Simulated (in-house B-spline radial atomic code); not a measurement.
Configurations of Ca⁴⁺, with energies counted from [Ne] 3s2 3p4. Method: non-relativistic CAM-B3LYP, spin-polarised, spherical fractional occupations, point nucleus. Calculated with a B-spline radial code for spherical atoms. Shells without spins written out take the highest spin.

Caution: exact exchange at fractional occupations of open shells leaves self-interaction of up to several eV.

Occupations are held fixed; configurations that lie above the ionisation limit could autoionise.

```json
{"configuration": "[Ne] 3s1 3p4 3d1", "E - E(ref) (eV)": "47.894", "highest orbital": "3d up", "its <r> (bohr)": "1.283"}
{"configuration": "[Ne] 3s(0 up, 1 down) 3p(1 up, 3 down) 3d(1 up, 0 down)", "E - E(ref) (eV)": "52.1", "highest orbital": "3d up", "its <r> (bohr)": "1.336"}
{"configuration": "[Ne] 3s2 3p3 4f1", "E - E(ref) (eV)": "60.939", "highest orbital": "4f up", "its <r> (bohr)": "3.405"}
{"configuration": "[He] 2s2 2p5 3s2 3p5", "E - E(ref) (eV)": "334.88", "highest orbital": "3p down", "its <r> (bohr)": "1.122"}
{"configuration": "[He] 2s2 2p5 3s2 3p4 3d1", "E - E(ref) (eV)": "365.3", "highest orbital": "3d up", "its <r> (bohr)": "1.197"}
{"configuration": "[He] 2s2 2p5 3s2 3p4 4p1", "E - E(ref) (eV)": "389.11", "highest orbital": "4p up", "its <r> (bohr)": "2.671"}
{"configuration": "[He] 2s2 2p5 3s2 3p4 4f1", "E - E(ref) (eV)": "404.17", "highest orbital": "4f up", "its <r> (bohr)": "3.396"}
```

(1) Order these further configurations by energy, lowest first.
A. [He] 2s2 2p5 3s2 3p4 4d1
B. [He] 2s2 2p5 3s2 3p4 4s1
C. [He] 2s2 2p(3 up, 2 down) 3s2 3p(3 up, 1 down) 4s(0 up, 1 down)
D. [Ne] 3s1 3p5
E. [Ne] 3s2 3p(1 up, 2 down) 4p(0 up, 1 down)

(2) How far above the reference does [Ne] 3s(0 up, 1 down) 3p(3 up, 2 down) lie?

(3) How far above the reference does [Ne] 3s1 3p4 4s1 lie?

Results:

(1) D (20.13 eV), E (55.745 eV), B (381.7 eV), C (382.32 eV), A (397.94 eV).

(2) 22.435 eV; its least bound orbital is 3p down with <r> = 1.164 bohr.

(3) 61.849 eV; its least bound orbital is 4s up with <r> = 2.491 bohr.
